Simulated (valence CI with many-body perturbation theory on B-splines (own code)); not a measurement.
# Level structure of La LI

Method: configuration interaction combined with many-body perturbation theory (CI+MBPT): five valence electrons over a frozen Dirac-Fock core [He], a basis of 11 s, 11 p, 10 d, 8 f, 5 g, 2 h functions for each j, with the one-electron correlation potential Σ1, the two-electron term Σ2, the three-electron term Σ3, Breit, model QED; selected CI, second order for the rest, scaled by the run's own slope (own B-spline code, finite nucleus).

The last digits are not significant, and no measured levels were compared; by estimate large intervals hold to a few tenths of a per cent, small ones and those within an open d or f shell to about a per cent. Among the levels kept, up to 7200 cm⁻¹ of a level comes from second order outside the variational space, and about a tenth of that is noise between levels of different J, which matters for small intervals.

Levels 46 to 90 of 197, with energies above the lowest level, (2s^2 2p1/2^2 2p3/2) J=3/2. "Leading %" is the weight of the configuration and term that name the level; weights of strongly mixed levels are sums over their largest components and can fall short. In the jj column 3d3/2^4 stands for four electrons in 3d with j = 3/2. Lifetimes count E1, E2, E3, M1 and M2 decay at the calculated energies, and are blank where another channel may lead or the interval is too uncertain; long ones can be off by a factor of two.

```csv
No.,Configuration,Term,J,E (× 10³ cm⁻¹),Leading %,Lifetime,Leading jj
46,2s2.2p2.3d,2D,5/2,47243,26,3.05 fs,2s^2 2p1/2 2p3/2 3d3/2 (74 %)
47,2s2.2p2.3d,2D,3/2,47257,44,1.95 fs,2s^2 2p1/2 2p3/2 3d3/2 (86 %)
48,2s2.2p2.3d,4D,7/2,47261,47,67.5 fs,2s^2 2p1/2 2p3/2 3d5/2 (98 %)
49,2s2.2p2.3d,4P,1/2,47301,33,1.33 fs,2s^2 2p1/2 2p3/2 3d3/2 (93 %)
50,2s2.2p2.3d,2P,3/2,47382,36,2.22 fs,2s^2 2p1/2 2p3/2 3d5/2 (91 %)
51,2s2.2p2.3d,2G,9/2,47401,62,32.7 ps,2s^2 2p1/2 2p3/2 3d5/2 (100 %)
52,2s2.2p2.3d,2F,5/2,47401,41,1.92 fs,2s^2 2p1/2 2p3/2 3d5/2 (88 %)
53,2s2.2p2.3d,2D,5/2,47509,61,1.38 fs,2s^2 2p1/2 2p3/2 3d5/2 (94 %)
54,2s2.2p2.3d,2F,7/2,47562,66,1.32 fs,2s^2 2p1/2 2p3/2 3d5/2 (96 %)
55,2s.2p3.3p,2P,1/2,47583,30,27.2 fs,2s 2p1/2^2 2p3/2 3p1/2 (89 %)
56,2s2.2p2.3d,2D,3/2,47586,55,2.05 fs,2s^2 2p1/2 2p3/2 3d5/2 (96 %)
57,2s.2p3.3p,2D,3/2,47590,33,19.4 fs,2s 2p1/2^2 2p3/2 3p1/2 (92 %)
58,2s2.2p2.3d,2P,1/2,47619,62,1.82 fs,2s^2 2p1/2 2p3/2 3d5/2 (95 %)
59,2s.2p3.3p,4D,7/2,48047,47,442 fs,2s 2p1/2^2 2p3/2 3p3/2 (97 %)
60,2s.2p3.3p,4P,3/2,48105,33,8.71 fs,2s 2p1/2^2 2p3/2 3p3/2 (98 %)
61,2s.2p3.3p,4P,5/2,48209,37,9.30 fs,2s 2p1/2^2 2p3/2 3p3/2 (97 %)
62,2s.2p3.3p,2P,1/2,48240,37,5.13 fs,2s 2p1/2^2 2p3/2 3p3/2 (97 %)
63,2s2.2p2.3s,4P,5/2,48447,61,42.9 fs,2s^2 2p3/2^2 3s (97 %)
64,2s2.2p2.3s,2P,3/2,48508,53,11.2 fs,2s^2 2p3/2^2 3s (98 %)
65,2s.2p3.3p,2D,5/2,48614,29,12.4 fs,2s 2p1/2^2 2p3/2 3p3/2 (97 %)
66,2s.2p3.3d,4D°,5/2,48645,30,21.5 fs,2s 2p1/2^2 2p3/2 3d3/2 (97 %)
67,2s.2p3.3d,6D°,3/2,48672,29,10.3 fs,2s 2p1/2^2 2p3/2 3d3/2 (98 %)
68,2s.2p3.3d,4F°,7/2,48687,24,820 fs,2s 2p1/2^2 2p3/2 3d3/2 (88 %)
69,2s.2p3.3d,4P°,1/2,48688,45,28.7 fs,2s 2p1/2^2 2p3/2 3d3/2 (98 %)
70,2s.2p3.3p,2P,3/2,48706,31,13.6 fs,2s 2p1/2^2 2p3/2 3p3/2 (98 %)
71,2s.2p3.3p,4P,1/2,48734,41,108 fs,2s 2p1/2^2 2p3/2 3p3/2 (95 %)
72,2s2.2p2.3s,2S,1/2,48826,66,21.2 fs,2s^2 2p3/2^2 3s (95 %)
73,2s.2p3.3d,4F°,9/2,48889,48,25.5 ps,2s 2p1/2^2 2p3/2 3d5/2 (98 %)
74,2s.2p3.3d,4D°,5/2,49037,32,2.77 fs,2s 2p1/2^2 2p3/2 3d5/2 (97 %)
75,2s.2p3.3d,4D°,3/2,49039,26,7.32 fs,2s 2p1/2^2 2p3/2 3d5/2 (66 %)
76,2s.2p3.3d,4D°,7/2,49102,41,1.53 fs,2s 2p1/2^2 2p3/2 3d5/2 (88 %)
77,2s2.2p2.3p,2P°,3/2,49120,26,488 fs,2s^2 2p3/2^2 3p1/2 (97 %)
78,2s2.2p2.3p,2D°,5/2,49145,39,186 fs,2s^2 2p3/2^2 3p1/2 (94 %)
79,2s.2p3.3d,4D°,1/2,49195,58,2.49 fs,2s 2p1/2^2 2p3/2 3d5/2 (65 %)
80,2s.2p3.3d,2F°,5/2,49208,32,29.0 fs,2s 2p1/2^2 2p3/2 3d3/2 (95 %)
81,2s.2p3.3d,2D°,3/2,49271,40,2.92 fs,2s 2p1/2^2 2p3/2 3d3/2 (66 %)
82,2s.2p3.3d,2P°,1/2,49296,59,6.06 fs,2s 2p1/2^2 2p3/2 3d3/2 (66 %)
83,2s2.2p2.3p,2P°,1/2,49483,74,547 fs,2s^2 2p3/2^2 3p1/2 (96 %)
84,2s.2p3.3d,2F°,7/2,49496,32,7.93 fs,2s 2p1/2^2 2p3/2 3d5/2 (98 %)
85,2s.2p3.3d,2D°,5/2,49584,33,1.51 fs,2s 2p1/2^2 2p3/2 3d5/2 (97 %)
86,2s.2p3.3d,2P°,3/2,49596,29,2.25 fs,2s 2p1/2^2 2p3/2 3d5/2 (98 %)
87,2s.2p3.3s,6S°,5/2,49705,47,53.5 fs,2s 2p1/2 2p3/2^2 3s (96 %)
88,2s.2p3.3s,4S°,3/2,49871,46,12.6 fs,2s 2p1/2 2p3/2^2 3s (97 %)
89,2s.2p3.3s,4D°,7/2,49919,58,98.1 fs,2s 2p1/2 2p3/2^2 3s (58 %)
90,2s2.2p2.3p,2D°,5/2,50006,42,90.7 fs,2s^2 2p3/2^2 3p3/2 (82 %)
```

Where two levels of one J and parity lie close, their mixing, g and order are uncertain.
